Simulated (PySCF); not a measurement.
PySCF input file for Si(Cl)2 anion (Cl₂Si), SMILES Cl[Si]Cl (connectivity only; charge and spin as stated), charge -1, multiplicity 2, PBE/pcH-1. The structure is a stationary point at PBE0-D3(BJ)/def2-SVPD. The multiplicity is an assumed one; other spin states were not compared. The isomer is the one that the SMILES or the coordinates give; other isomers of the formula were not compared.

```python
import numpy as np
from pyscf import gto, scf, dft
from pyscf.prop.hfc import uks as hfc
from pyscf.prop.gtensor import uks as gtensor

mol = gto.M(
    atom='''
    Si    0.00000000    0.00000000    1.04495918
    Cl    0.00000000   -1.70296424   -0.43027731
    Cl    0.00000000    1.70296424   -0.43027731
    ''',
    basis='pcH-1',
    charge=-1,
    spin=1,
    max_memory=1600,
    verbose=3,
)
mf = dft.UKS(mol, xc='pbe')
mf.grids.level = 3
mf.conv_tol = 1e-10
mf.max_cycle = 100
mf.kernel()
fine, coarse = mf.grids, dft.Grids(mol).set(level=1).build(with_non0tab=True)
for _ in range(3):  # follow internal instabilities
    mf.grids = coarse
    mo, _, stable, _ = mf.stability(return_status=True, nroots=4)
    mf.grids = fine
    if stable:
        break
    mf.kernel(mf.make_rdm1(mo, mf.mo_occ))
A = hfc.HFC(mf).make_fcdip(mf.make_rdm1())  # Fermi contact and dipolar terms, MHz
print('atom   A(iso)/MHz   principal dipolar parts/MHz')
for i, a in enumerate(A):
    w = np.linalg.eigvalsh((a + a.T) / 2)
    print(f'{mol.atom_symbol(i):2s}{i + 1:3d} {w.mean():12.2f}', (w - w.mean()).round(2))
gt = gtensor.GTensor(mf)
gt.dia_soc2e, gt.para_soc2e, gt.so_eff_charge = None, None, True
gt.max_cycle_cphf = 60
g = gt.kernel()
```

It prints:

```

WARN: HOMO -0.124738759529156 >= LUMO -0.124738759529195

converged SCF energy = -1209.45404821006  <S^2> = 0.75322676  2S+1 = 2.0032242
<class 'pyscf.dft.uks.UKS'> wavefunction is stable in the internal stability analysis
atom   A(iso)/MHz   principal dipolar parts/MHz
Si  1        19.02 [-181.72   87.73   93.99]
Cl  2         3.33 [-12.66 -10.47  23.12]
Cl  3         3.33 [-12.66 -10.47  23.12]
SOC(1e)/OZ [-0.00062856  0.00771867  0.00180514]
free electron g 2.00231930436182
g-tensor total [2.00158467 2.01004012 2.0041143 ]
g-shift (ppt) [-0.73463197  7.72081999  1.7949997 ]
```

The calculation finished and met its thresholds.

Cost: roughly 30 core-seconds.
